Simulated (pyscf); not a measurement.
HO–In [singlet] + HO–SiH₃ -> HO–InH–O–SiH₃, an insertion (singlet surface; H–O broken, In–O, H–In formed). Single points on ωB97X-D3(BJ)/def2-SVP structures (PySCF, gas phase). Energies in kcal/mol from the separated reactants.

Small-basis levels: PySCF, no dispersion term, spherical d functions. AM1 to PM7: differences of heats of formation from MOPAC, which are fitted to 298 K values and so differ in kind from electronic energies by zero-point and thermal terms. Cost: rough CPU time at the saddle relative to B3LYP/6-31G*+LANL2DZ, from one job on a shared machine.

| level | barrier | reaction energy | cost |
|---|---|---|---|
| PBE/6-31G*+LANL2DZ | 30.5 | -9.8 | 2 |
| M06-2X/6-31G*+LANL2DZ | 40.4 | -12.9 | 2 |
| B3LYP/6-311+G**+LANL2DZ | 40.2 | -5.0 | 2 |
| PBE/def2-SVP | 37.4 | +7.0 | 3 |
| B3LYP/def2-SVP | … | +10.0 | 2 |
| PM3 | … | +15.3 | under 0.02 |
| PM6 | 61.6 | +22.9 | under 0.02 |
| ωB97M-D3(BJ)/def2-TZVP | … | +3.7 | – |

**Question.** Complete the blanks.

**Answer.** 
- B3LYP/def2-SVP, barrier: 46.2
- PM3, barrier: 60.9
- ωB97M-D3(BJ)/def2-TZVP, barrier: 47.3

Against the last row the barrier runs from -16.8 (PBE/6-31G*+LANL2DZ) to +14.2 kcal/mol (PM6). ωB97M-D3(BJ)/def2-TZVP has limits of its own. On the reactant side the descent ends in an adduct with a In–O, O–Si contact (not fully relaxed), 19.2 kcal/mol under the separated species and 64.0 kcal/mol under the saddle at ωB97X-D3(BJ)/def2-TZVP. What is counted as formed (In–O) is already present as a longer contact in the reactant adduct; forming that adduct is a step of its own. At ωB97X-D3(BJ)/def2-TZVP the barrier from the zero used here is 44.8 kcal/mol. This is the saddle that the search found; another between the same sides may lie lower. In the def2 sets elements past Kr carry core potentials, without spin-orbit coupling.
